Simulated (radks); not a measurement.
Neutral antimony inside a hard spherical wall (all orbitals vanish at R), configuration held at [Kr] 4d10 5s2 5p3 and not refilled when levels cross. Method: scalar-relativistic Kohn-Sham, r2SCAN, spin-polarised, spherical densities, finite nucleus; open shells are filled with parallel spins first (spin-orbit coupling, left out, can overturn this in heavy ions); meta-GGA in the generalised Kohn-Sham scheme; Fermi nuclear charge, rms radius 4.6802 fm; computed with a radial shooting solver on a logarithmic mesh with Libxc functionals. Eigenvalues in eV for spin up, with the zero of energy where the potential of the charges vanishes at infinity; a dash marks a level that is unbound or too diffuse for the functional's potential to be trusted. A positive occupied level is held by the wall or, in an anion where self-interaction has pushed it up, behind a barrier. The pressure on the wall is -dE/dV.

R (bohr)  E (hartree)  kinetic (hartree)    e(4p)    e(4d)    e(5s)   e(5p)  e(6s, empty)  e(5d, empty)  pressure (GPa)
free      -6482.21510           6779.663  -104.31  -34.191  -14.105  -5.827             -             -               0
15        -6482.21510           6779.663  -104.31  -34.191  -14.105  -5.827         0.089         1.365        < 0.0001
7         -6482.20593           6779.737  -103.89  -33.778  -13.803  -5.493         3.769         3.850           0.579
6         -6482.18084           6779.900  -103.18  -33.089  -13.312  -4.889         7.106         5.520            2.96
5         -6482.08417           6780.424  -101.42  -31.390  -12.043  -3.217        14.624         9.142            16.8
3.5       -6481.10722           6784.502  -93.273  -23.668   -4.208   7.289        52.786        27.268             325
2.5       -6476.27850           6802.073  -74.920   -6.059   24.153  42.691        156.47        77.197            4240
1.5       -6423.32808           6971.057   16.355   94.097   256.46  297.95        719.46        358.91          172000
